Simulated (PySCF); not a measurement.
A single-point calculation

[W3]+ (quartet). PySCF 2.14.0, UKS B3LYP, W def2-SVP with ECP60; non-relativistic Hamiltonian with scalar-relativistic core potentials where named; density fitting; no spin-orbit coupling. Purpose: level B3LYP. The geometry is a saddle point of the state and level it was relaxed for.

```python
mol = gto.M(atom='''
W      0.00000     0.00000     2.32270
W      0.00000     0.00000    -0.00000
W     -0.00000    -0.00000    -2.32270''',
    basis={'W': 'def2-SVP'},
    ecp={'W': 'def2-SVP'},
    charge=1, spin=3)
mf = dft.UKS(mol, xc='B3LYP')
mf.grids.atom_grid = (75, 302)
mf = mf.density_fit()  # fitting sets: W def2-universal-JKFIT
mf.conv_tol = 1e-08; mf.max_cycle = 55
mf.kernel(dm0)  # dm0: converged density of the relaxed state
mf.nuc_grad_method().kernel()
```

Run from Python with OMP_NUM_THREADS=2; the lines above give its settings. Where DIIS fails, smearing, a level shift and second-order steps follow.
It took 5.6 s on 2 threads of Arm Neoverse V2, on a shared host, from an already converged density.

Q: Where do the frontier levels lie, over both spins?

A: HOMO -9.86 eV, LUMO -9.41 eV. The relaxed reference isn't the lowest spin state tried. The state is spin-contaminated.

Q: What are the Mulliken charges and spins?

A: 
```
atom  charge (e)  spin (e)
  W1       0.651     2.908
  W2      -0.303    -2.815
  W3       0.652     2.907
```

Q: What forces act on the atoms (eV/Å)?

A: 
```
W    0.00  0.00  0.23
W    0.00  0.00  0.00
W    0.00  0.00 -0.23
```
Forces carry noise of the integration grid, about 0.01 to 0.03 eV/Å.

The geometry was relaxed with BP86 (W def2-SVP with ECP60).

Open shells may have lower solutions than the one found.
